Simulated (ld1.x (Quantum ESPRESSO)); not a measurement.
## Which change was made? (Ho, PAW)

```
Element                 : Ho (Z = 67)
Generator               : ld1.x (Quantum ESPRESSO) 7.5
Type                    : PAW
Functional              : PBE
Relativity              : scalar-relativistic
Frozen core             : [Kr] 4d10
Valence charge          : 21
Reference configuration : 4f11 5s2 5p6 5d0.5 6s1.5 6p0
Partial waves           : 5s (bound): rcut 1.65, rcutus 1.75 bohr; 6s (bound): rcut 1.65, rcutus 1.75 bohr; 5p (bound): rcut 2.00, rcutus 2.20 bohr; 6p (bound, empty): rcut 2.00, rcutus 2.20 bohr; 5d (bound): rcut 3.35, rcutus 3.55 bohr; 5d channel at 1.1 Ry: rcut 3.35, rcutus 3.55 bohr; 4f (bound): rcut 0.95, rcutus 1.20 bohr; 4f channel at 1.85 Ry: rcut 0.95, rcutus 1.20 bohr
Local potential         : all-electron potential smoothed inside 1.55 bohr (lloc = -1)
Core correction         : Bessel-smoothed model core inside 0.55 bohr
Augmentation charge     : PSQ, inside the norm-conserving radii
```

Cutoffs, loose and tight: the cutoffs (Ry, on a coarse ladder) from which the occupation-weighted sum of valence levels, in a spherical-Bessel basis at the reference potential, stays within 10 and 1 mRy of its value at 400 Ry. They do not see the model core or the augmentation charge, which bear on the density cutoff. Test errors are all-electron minus pseudo excitation energies from the reference, over the configurations 4f11 5s2 5p6 5d0 6s2 6p0; 4f11 5s2 5p6 5d0 6s1 6p0; 4f11 5s2 5p6 5d0 6s0 6p0; 4f11 5s2 5p6 5d0 6s1.5 6p0; 4f9 5s2 5p6 5d0 6s0 6p0; 4f11 5s2 5p6 5d1 6s1 6p0; 4f11 5s2 5p6 5d0 6s1 6p1; variants that change the core or the reference have their own tests.

The base gives: outcome: generated, overlap not positive; bound ghosts: not determined (overlap not positive); largest test error (meV): +350.

After one change the result is: outcome: generated; cutoff, loose: 140 Ry; cutoff, tight: 230 Ry; bound ghosts: none; largest test error (meV): +192. Which change was it?
A. augmentation PSQ, radius 1.00 bohr
B. local potential all-electron potential smoothed inside 1.30 bohr (lloc = -2)
C. local potential all-electron potential smoothed inside 2.22 bohr (lloc = -1)

B. The others give: local potential all-electron potential smoothed inside 2.22 bohr (lloc = -1) → outcome: generated, overlap not positive; bound ghosts: not determined (overlap not positive); largest test error (meV): -1406 | augmentation PSQ, radius 1.00 bohr → outcome: generated, overlap not positive; bound ghosts: not determined (overlap not positive); largest test error (meV): -74. A file whose overlap is not positive is unfit for use, and its test errors describe a broken file.
